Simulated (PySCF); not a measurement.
**How methods differ on the excitation energy of P**

P [Ne] 3s2 3p3 (4S) → P [Ne] 3s1 3p3 3d1 (6D), as a difference of total energies. All numbers are calculated (PySCF 2.14, no relativity, point nucleus, in dyall-av3z (19s12p3d2f, 84 functions)). Correlated levels: valence: [Ne] frozen; virtual orbitals above 40 to 60 times the deepest correlated orbital energy dropped. The calculations carry no spin-orbit coupling.

| method | excitation energy (eV) |
| --- | --- |
| UHF | 12.456 |
| LDA | 14.407 |
| PBE | 14.220 |
| PBE0 | 14.143 |
| r2SCAN | 13.726 |
| TPSSh | 14.266 |
| B2PLYP | 14.587 |
| CAM-B3LYP | 14.823 |
| BP86 | 14.208 |
| MP2 (valence) | 13.966 |
| SCS-MP2 (valence) | 14.415 |

Q: How much does correlation contribute at MP2 (valence)?

A: 13.966 − (12.456) = 1.510 eV, measured against UHF.

The upper state lies above the first ionisation limit, but in LS coupling its spin forbids autoionisation to the ground ion.

The promoted electron is Rydberg-like, and one or two diffuse shells describe it only roughly, which tends to raise the upper state.

In the upper state the promoted electron has a positive orbital energy at LDA, PBE, r2SCAN, TPSSh, BP86, so the basis confines it.
